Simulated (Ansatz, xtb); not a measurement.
## Two isomers of C2F3Si

Structure I is `FC1=[C][Si]1(F)F`, a doublet and structure II is `FC#C[Si](F)F`, a doublet. Both are isolated molecules in the gas phase, relaxed with B3LYP/6-31G*.

I (Å):

```xyz
6

C    -1.5017   -1.5565   -0.0993
C    -0.3816   -0.8851   -0.3875
F    -2.4093   -2.3082   -0.6923
F    -0.0278   -1.4628    2.5400
F    -1.3952    0.5963    2.0224
Si   -0.7875   -0.7173    1.3521
```

II (Å):

```xyz
6

C    -0.3659   -0.0288    0.3690
C    -1.3493   -0.1781    1.0652
F     1.2290    1.5614   -1.2788
F     2.3341   -0.4967   -0.1592
F    -2.3739   -0.3206    1.8146
Si    0.9766    0.0331   -0.8424
```

**Question.** Estimate which is lower in electronic energy at CCSD(T)/def2-SVP, and by roughly how much.

**Answer.** The CCSD(T)/def2-SVP calculation puts structure II lower, by 10.4 kcal/mol.

How the difference moves with the method:

| level | geometry | E(II) − E(I) (kcal/mol) | departure from the last row (kcal/mol) | job, with rough time for the two |
| --- | --- | --- | --- | --- |
| B3LYP/6-31G* | B3LYP/6-31G* | −8.4 | +2.1 | optimisation, 44 s |
| HF/def2-SVP | B3LYP/6-31G* | −14.1 | −3.7 | part of the CCSD(T) run |
| MP2/def2-SVP | B3LYP/6-31G* | −15.7 | −5.2 | part of the CCSD(T) run |
| CCSD(T)/def2-SVP | B3LYP/6-31G* | −10.4 |  | single point, 41 s |

As drawn, II has 1 C≡C in place of 1 C=C, 1 C–Si. Structure I has a 3-membered ring, II no ring.

The levels shown agree on the order. The largest departure from CCSD(T)/def2-SVP is that of MP2/def2-SVP, 5.2 kcal/mol. Levels run at GFN2-xTB geometries aren't shown. MP2 in a larger basis moves the difference by +3.1 kcal/mol, a step that isn't added because spin contamination makes open-shell MP2 unreliable in this search.

With harmonic frequencies from B3LYP/6-31G* (ideal gas, rigid rotor, one conformer each, 1000 K, 1 atm): on the last row, ΔE + ΔZPE = −10.5, ΔH = −9.9, ΔG = −14.4 kcal/mol.

Open shells are spin-unrestricted. The correlated steps freeze 10 core orbitals. Run with Ansatz 0.2.0; the last row on 2 threads of Arm Neoverse V1 on a shared host.
